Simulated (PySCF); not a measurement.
Atom-mapped SMILES (the numbers label the heavy atoms): `[CH3:1][GeH2:2][Se:3][GeH2:4][PH2:5]`. Hydrogens are named by the atom that carries them.

Geometry: PBE0-D3(BJ)/def2-SVP; GIAO absolute shieldings from PySCF, gas phase, non-relativistic, averaged over equivalent atoms.

At HF/pcSseg-1 (209 basis functions, 27 s wall time on 1 thread of an Arm Neoverse V1, shared host):
```json
{"atoms": "C1", "σ (ppm)": "194.3"}
{"atoms": "Ge2", "σ (ppm)": "1582.7"}
{"atoms": "Ge4", "σ (ppm)": "1598.7"}
{"atoms": "Se3", "σ (ppm)": "2548.3"}
{"atoms": "P5", "σ (ppm)": "615.7"}
{"atoms": "H(Ge4)", "σ (ppm)": "27.03"}
{"atoms": "H(Ge2)", "σ (ppm)": "27.23"}
{"atoms": "H(P5)", "σ (ppm)": "29.87"}
{"atoms": "H(C1)", "σ (ppm)": "31.08"}
```

Question: Predict the values at PBE0/pcSseg-1 on the same geometry.

Answer: 
```tsv
atoms	σ at PBE0/pcSseg-1	change
C1	185.4	-8.9
Ge2	1420.7	-162.0
Ge4	1431.2	-167.5
Se3	2288.0	-260.3
P5	584.6	-31.1
H(Ge4)	26.06	-0.97
H(Ge2)	26.35	-0.88
H(P5)	29.27	-0.60
H(C1)	30.52	-0.56
```

The largest change is at Se3 (selenium bonded to 2 Ge). Cost: 209 basis functions, 40 s wall time on 1 thread of an Arm Neoverse V1, shared host.

Relativistic effects, spin–orbit coupling among them, are left out; they matter for Ge, Se and for the light atoms bonded to it.
